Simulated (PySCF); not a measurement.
B2F3, SMILES F[B]B(F)F (connectivity only; charge and spin as stated), charge +1, multiplicity 1. The structure is a stationary point at PBE-D3(BJ)/def2-SVP. The multiplicity is an assumed one; other spin states were not compared. The isomer is the one that the SMILES or the coordinates give; other isomers of the formula were not compared. The values are those of a single conformer.

Level of theory: PySCF 2.14.0 with PBE-D3(BJ)/def2-SVP.

Harmonic wavenumbers (cm⁻¹): 114, 233, 355, 450, 566, 598, 1176, 1578, 1710. Rotational constants (GHz): 9.776, 2.827, 2.193; symmetry number 2.

Question: Work out the zero-point energy and the ideal-gas rigid-rotor harmonic-oscillator thermochemistry at 298.15 K and 1 atm.

Answer: ZPE = ½ Σ hcν = ½ × 6781 cm⁻¹ = 40.56 kJ/mol. H − E(el) = 56.26 kJ/mol. Entropy in J/(mol K): translation 163.18, rotation 103.34, vibration 33.58, total 300.09. G − E(el) = -33.21 kJ/mol. Cp = 71.36 J/(mol K). Modes under 150 cm⁻¹ make the vibrational entropy uncertain.
